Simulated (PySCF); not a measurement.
Compound: C4H12O2Si3.
Bonds: C1–C2, C2–O3, O3–Si4, Si4–O5, O5–Si6, Si6–C7, C7–C8 (triple), C8–Si9. Hydrogens: H10, H11, H12 on C1; H13, H14 on C2; H15, H16 on Si4; H17, H18 on Si6; H19, H20, H21 on Si9.

Computed, not measured: PBE0-D3(BJ)/def2-SVP geometry optimisation, gas phase (PySCF).

Question: What internal coordinates does the optimisation give?

Answer: 
```json
{"bond": "C1–C2", "length (Å)": "1.512", "order": "single"}
{"bond": "C2–O3", "length (Å)": "1.411", "order": "single"}
{"bond": "O3–Si4", "length (Å)": "1.653", "order": "single"}
{"bond": "Si4–O5", "length (Å)": "1.662", "order": "single"}
{"bond": "O5–Si6", "length (Å)": "1.656", "order": "single"}
{"bond": "Si6–C7", "length (Å)": "1.837", "order": "single"}
{"bond": "C7≡C8", "length (Å)": "1.225", "order": "triple"}
{"bond": "C8–Si9", "length (Å)": "1.836", "order": "single"}
{"bond": "C1–H10, C1–H11, C1–H12", "length (Å)": "1.101", "order": "single"}
{"bond": "C2–H13, C2–H14", "length (Å)": "1.106", "order": "single"}
{"bond": "Si4–H15, Si4–H16", "length (Å)": "1.486", "order": "single"}
{"bond": "Si6–H17, Si6–H18", "length (Å)": "1.488", "order": "single"}
{"bond": "Si9–H19, Si9–H20, Si9–H21", "length (Å)": "1.491", "order": "single"}
```

Bonds in one row agree within 0.01 Å and their mean is given. Orders are formal, as drawn. A selection of angles:
```json
{"angle": "C1–C2–O3", "degrees": "110.7"}
{"angle": "C2–O3–Si4", "degrees": "125.3"}
{"angle": "O3–Si4–O5", "degrees": "110.8"}
{"angle": "Si4–O5–Si6", "degrees": "138.5"}
{"angle": "O5–Si6–C7", "degrees": "110.1"}
{"angle": "Si6–C7–C8", "degrees": "178.4"}
{"angle": "C7–C8–Si9", "degrees": "179.3"}
```

Dihedral angles: C1–C2–O3–Si4 -117° (anticlinal); C2–O3–Si4–O5 -70° (synclinal); O3–Si4–O5–Si6 -27° (synperiplanar); Si4–O5–Si6–C7 -41° (synclinal). The mirror-image conformer, all signs reversed, is as good.

Si6 (oxygen-bound silicon) is tetrahedral (angles from 108.2° to 110.4°). The 2 C–C bonds span 1.225 Å (C7≡C8, drawn triple) to 1.512 Å (C1–C2, drawn single), a spread of 0.287 Å. Si4 (oxygen-bound silicon) is tetrahedral (angles from 106.0° to 112.7°). Si9 (SiH3 silicon) is tetrahedral (angles from 109.2° to 109.7°). O3 (silyl ether oxygen) is bent (angle 125.3°).

Point group: C1 (no symmetry element, even within 0.4 Å). No frequency check. The numbers are those of one conformer.

The run took 15 min on one thread, x86-64 server, on a shared host. That covers the optimisation of the geometry.
